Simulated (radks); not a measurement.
Problem. Species: Eu LXII. Configuration: [He]. Method: Dirac Kohn-Sham, BLYP, spin-unpolarised, spherical densities, finite nucleus; Fermi nuclear charge, rms radius 5.1115 fm; computed with a radial shooting solver on a logarithmic mesh with Libxc functionals. Some entries of the table are withheld. Estimate them.

| orbital | occ. | eigenvalue (hartree) | <1/r> (bohr^-1) | r(max) (bohr) |
|---|---|---|---|---|
| 1s1/2 | 2 | -2043.509 | (1) | 0.01416 |
| 2s1/2 | 0 | (2) | 17.41 | (3) |
| 2p1/2 | 0 | (4) | (5) | 0.05835 |
| 2p3/2 | 0 | (6) | (7) | 0.06382 |

Solution. 
(1) 1s1/2 <1/r> (bohr^-1): 70.51
(2) 2s1/2 eigenvalue (hartree): -515.9565
(3) 2s1/2 r(max) (bohr): 0.07852
(4) 2p1/2 eigenvalue (hartree): -508.7247
(5) 2p1/2 <1/r> (bohr^-1): 17.50
(6) 2p3/2 eigenvalue (hartree): -481.6712
(7) 2p3/2 <1/r> (bohr^-1): 15.51
